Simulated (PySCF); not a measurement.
FeO4, multiplicity 1.

```xyz
5

Fe     0.0000     0.0000     0.0000
O     -0.8969     0.8969    -0.8969
O      0.8969     0.8969     0.8969
O      0.8969    -0.8969    -0.8969
O     -0.8969    -0.8969     0.8969
```

Geometry: PBE0-D3(BJ)/def2-SVP. The spin state was assumed, not searched.

Level of theory: PBE/pcSseg-1 run with PySCF. Non-relativistic, no solvent.

Computed absolute GIAO shielding of each atom: isotropic value and principal components (ppm):
```
atom   σ(iso)      σ11      σ22      σ33   span
----  -------  -------  -------  -------  -----
Fe1   -3952.2  -3952.2  -3952.2  -3952.2    0.0
O2    -1086.5  -1556.7   -851.5   -851.4  705.2
O3    -1086.5  -1556.7   -851.5   -851.5  705.2
O4    -1086.5  -1556.7   -851.5   -851.4  705.2
O5    -1086.5  -1556.6   -851.4   -851.4  705.2
```
